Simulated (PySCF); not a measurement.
## Static response to an electric field

Compound: C3H4FN3.
Cartesian coordinates in Å at the GFN2-xTB level; atoms count from 1:
```xyz
11
C3H4FN3 angstrom
C     -1.4842   -0.0761   -0.1302
C     -0.0121    0.0099   -0.0059
N      0.8124   -1.0238    0.2971
N      2.0819   -0.6291    0.3362
N      2.1323    0.6192    0.0720
C      0.8845    1.0557   -0.1438
F      0.6012    2.3173   -0.4437
H     -1.8814    0.9040   -0.3796
H     -1.7634   -0.7804   -0.9133
H     -1.9296   -0.4101    0.8064
H      0.5637   -1.9839    0.4788
```

Level: CAM-B3LYP/def2-SVPD (PySCF), static field, nuclei fixed, core orbitals frozen in the response. The polarisability tensor in these axes (au):

```
x   66.39  1.77  2.43
y    1.77 58.48 -4.34
z    2.43 -4.34 38.73
```

Problem. What are the eigenvalues, a third of the trace, and Δα (Δα² = ½Σ(αi − αj)² over the three pairs)?

Solution. Principal values 37.55, 59.19 and 66.86 au; mean 54.53 au = 8.08 Å³ = 8.99 × 10⁻⁴⁰ C²·m²/J; Δα = 26.32 au (48 % of the mean).

Problem. What is the dipole moment, and where does it point?

Solution. (-4.60, -2.89, 0.17) D, 5.44 D in size, pointing from the negative to the positive side. Measured along this direction, the outermost atoms are N5 at the negative end and H9 and H10 at the positive end.

Problem. How large is μ²/3kT at 500 K beside α?

Solution. In Gaussian units μ²/3kT = 142.84 Å³ against 8.08 Å³, a ratio of 17.68; the Debye molar polarisation (4π/3)N_A(α + μ²/3kT) is 380.7 cm³/mol, leaving out the vibrational part.

Problem. Rayleigh depolarisation ratio (linearly polarised light, static tensor)?

Solution. ρ = 3Δα²/(45ᾱ² + 4Δα²) = 2078.3/(133823 + 2771.1) = 0.0152.

Problem. What are the principal values of the traceless quadrupole moment, Θ = ½Σq(3rr − r²1), about the centre of nuclear charge?

Solution. -6.54, 0.82, 5.72 D·Å. The values depend on the origin, since the dipole doesn't vanish. The electronic extent ⟨r²⟩ about the same centre is 633 bohr², a root-mean-square distance of 1.85 Å for the 52 electrons.

Problem. Form Σ f/ω² (atomic units) for the 8 lowest TDDFT singlets, given as eV and f, and set it beside the mean polarisability, which is this sum over all singlets: 5.80, 0.0097; 6.35, 0.1698; 6.68, 0.0002; 7.28, 0.0060; 7.57, 0.0294; 7.70, 0.0046; 7.78, 0.0001; 7.95, 0.0033.

Solution. They add up to 3.90 au, 7.2 % of the 54.53 au; the largest single term is 3.12 au, from the state at 6.35 eV. Terms in order: 0.21, 3.12, 0.00, 0.08, 0.38, 0.06, 0.00, 0.04 au. Higher excitations give the rest. The strengths listed sum to 0.223.

Isolated species at its GFN2-xTB geometry, gas phase.
